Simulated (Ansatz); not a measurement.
Isolated molecules relaxed with PBE0-D4/def2-TZVP in Ansatz; ΔE leaves out vibrations. CCSD(T)/CBS adds triple-zeta CCSD(T) − MP2 to the extrapolated MP2 energy (def2 sets, frozen cores). DFT in def2-TZVPP. def2 core potentials past Kr. For In outer-core shells are correlated without core-valence functions, which leaves a few kJ/mol of doubt a bond.

Consider the adduct formation: CH₃NH₂ + `[InH3]` → `C[NH2+][InH3-]`.

| level | ΔE (kJ/mol) | difference from CCSD(T)/CBS |
| --- | --- | --- |
| LDA (SPW92) | -115.6 | -15.4 |
| BLYP-D4 | -85.9 | 14.3 |
| PBE0-D4 | -93.3 | 6.9 |
| r2SCANh-D4 | -96.9 | 3.3 |
| B2PLYP | -85.6 | 14.6 |
| PBE | -82.8 | 17.4 |
| r2SCAN | -94.6 | 5.6 |
| PBE0 | -85.8 | 14.4 |
| CAM-B3LYP | -85.2 | 15.0 |
| LC-ωPBE | -87.3 | 12.9 |
| HF/def2-TZVPP | -71.4 | 28.8 |
| MP2/def2-TZVPP | -99.4 | 0.8 |
| HF/def2-QZVPP | -70.1 | 30.1 |
| SCS-MP2/def2-QZVPP | -93.9 | 6.3 |
| HF/CBS(def2) | -69.9 | 30.3 |
| MP2/CBS(def2) | -103.2 | -3.0 |
| CCSD(T)/CBS | -100.2 | 0 |

Largest T1 diagnostic among the species: 0.014.

At CCSD(T), def2-SVP lies −6.4 kJ/mol from the extrapolated value and def2-TZVPP +3.8 kJ/mol. The D4 term adds −13.7 kJ/mol with B3LYP and −7.5 kJ/mol with PBE0; it sums over pairs of atoms, weighted by their polarisabilities, and B3LYP, whose exchange is more repulsive, gets the larger term.

B3LYP here is the variant with VWN-RPA as its local correlation; programs differ in this.
